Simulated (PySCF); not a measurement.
SnOBr₂, SMILES [Br][Sn]([Br])=[O]. Atoms are numbered in the order given.

```xyz
4

Sn     0.0000     0.0000    -0.7108
O      0.0000     0.0000    -2.5594
Br     0.0000    -1.9840     0.8002
Br     0.0000     1.9840     0.8002
```
Charge 0, spin multiplicity 1.

Coordinates come from a B3LYP-D3(BJ)/def2-SVP optimisation. The def2 effective core potentials stand for the cores of Sn; spin–orbit coupling is left out.

These are M06-2X/def2-TZVP run with PySCF values and carry that method's errors.

Gas-phase values at a fixed geometry.

| Quantity | Value |
|---|---|
| total energy | -5437.90052 hartree |
| point group | C2v |
| highest occupied level | -9.94 eV |
| lowest empty level | -2.96 eV |
| orbital gap | 6.98 eV |
| dipole moment | 2.97 D |
| quadrupole, principal values (traceless, Buckingham form, about the centre of nuclear charge) | -15.12, 5.02, 10.10 D·Å |
| mean static polarisability | 81.3 bohr³ (12.05 Å³) |
| polarisability, principal values | 52.0, 90.1, 101.9 bohr³ |
